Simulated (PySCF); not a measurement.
## [C6H5F3O]+: g tensor and hyperfine couplings

Compound: C6H5F3O (charge +1 and doublet state).
Cartesian coordinates in Å at the GFN2-xTB level; atoms count from 1:
```xyz
15
C6H5F3O angstrom
C      3.8652   -0.2827   -0.7700
C      2.6007   -0.0723   -0.5174
C      1.3737    0.1396   -0.2824
C      0.0939    0.3813   -0.0763
C     -0.7656   -0.2376    0.9708
O     -2.1072    0.1787    0.9009
C     -2.9064   -0.5067    0.0606
F     -2.4485   -0.4332   -1.2037
F     -4.1123   -0.0067    0.0999
F     -2.9523   -1.8061    0.3537
H      4.5874   -0.4696    0.0171
H      4.2550   -0.2784   -1.7823
H     -0.4008    1.1130   -0.7169
H     -0.6778   -1.3354    0.9713
H     -0.4094    0.1184    1.9528
```

The hyperfine couplings belong to this conformer and change with its torsions.

Identity: `[CH2+][C]=C=CCOC(F)(F)F` [radical] (charge +1).

Level of theory: UKS B3LYP, pcH-1 on C F H O, non-relativistic, mean-field spin-orbit, GIAO in PySCF 2.14.0. Geometry: GFN2-xTB, one conformer, isolated ion. The geometry wasn't refined by DFT: couplings that depend on bond lengths, twists or pyramidal angles can differ widely from those at the functional's own minimum, by a factor of two or more for some ions and for spin on atoms past the first row. No stability test was run, so a lower SCF solution isn't excluded.

| Item | Value |
| --- | --- |
| g1, g2, g3 | 2.00238, 2.00246, 2.00276 |
| g_iso | 2.00253 |
| Form of g | rhombic: the two nearest values differ by 22 % of g3 − g1 |
| ⟨S²⟩ | 0.7624 (exact 0.7500) |
| α and β electrons | 38, 37 |

Isotropic coupling and dipolar principal values T1 to T3, in MHz:

```
atom  isotope  a_iso     T1     T2    T3  Mulliken spin population
  C1      13C   19.7  -33.6  -31.6  65.2                      0.38
  C2      13C  -21.9  -34.7   -5.8  40.5                      0.08
  C3      13C   -2.9  -36.8  -18.5  55.4                      0.23
  C4      13C    8.4  -27.3  -23.5  50.7                      0.26
  C5      13C    0.4   -4.8   -4.0   8.8                      0.00
  O6      17O   -2.3   -3.1    1.3   1.9                      0.01
  C7      13C    1.1   -0.4   -0.3   0.7                      0.00
  F8      19F   18.7  -11.8  -11.3  23.1                      0.00
  F9      19F   -0.4   -1.0   -0.4   1.4                      0.00
 F10      19F    0.3   -1.5   -0.2   1.7                      0.00
 H11       1H   12.9  -14.6   -5.7  20.3                      0.00
 H12       1H   13.1  -14.6   -5.7  20.3                      0.00
 H13       1H   32.0  -11.3   -6.3  17.6                      0.01
 H14       1H   22.5   -4.0   -2.4   6.4                      0.01
 H15       1H   87.1   -4.0    0.5   3.5                      0.03
```

The largest Mulliken spin populations are on C1 (+0.38), C4 (+0.26), C3 (+0.23) and C2 (+0.08). Three atoms exceed +0.15.

The SMILES `[CH2+][C]=C=CCOC(F)(F)F` draws the unpaired electron on C2, whose computed spin population is only +0.08.

Axes: g3 points within 13° of the C3–C4 bond.

Under fast tumbling the dipolar parts average out, and these isotropic splittings remain: 2 × 1H (H14/H15, I = 1/2, 3 lines) with 1.96 mT, 1 × 1H (H13, I = 1/2, 2 lines) with 1.14 mT, 1 × 1H (H12, I = 1/2, 2 lines) with 0.47 mT, 1 × 1H (H11, I = 1/2, 2 lines) with 0.46 mT and 3 × 19F (F8/F9/F10, I = 1/2, 4 lines) with 0.22 mT.

Means are taken over nuclei equivalent by connectivity, which assumes that they swap fast. H11 and H12 aren't averaged: C1 is flat or nearly so (angle sum 360°), and its turn about the short C1–C2 bond (1.31 Å) is taken as slow. The three 19F nuclei of mean +6.2 MHz run from -0.4 to 18.7 MHz in the frozen geometry. The 1H value of +54.8 MHz is a mean of couplings from 22.5 to 87.1 MHz in this one geometry, not an average over conformers.

The 13C coupling of C2 (-21.9 MHz) shows only in satellite lines or after enrichment, since that isotope makes up about 1.07 % of natural carbon.

The spin density at the nucleus, in bohr⁻³, is negative for C2 (-0.0195) and C3 (-0.0026), for instance. A restricted open-shell determinant has no negative spin density anywhere; here it arises because α and β orbitals differ (spin polarisation).
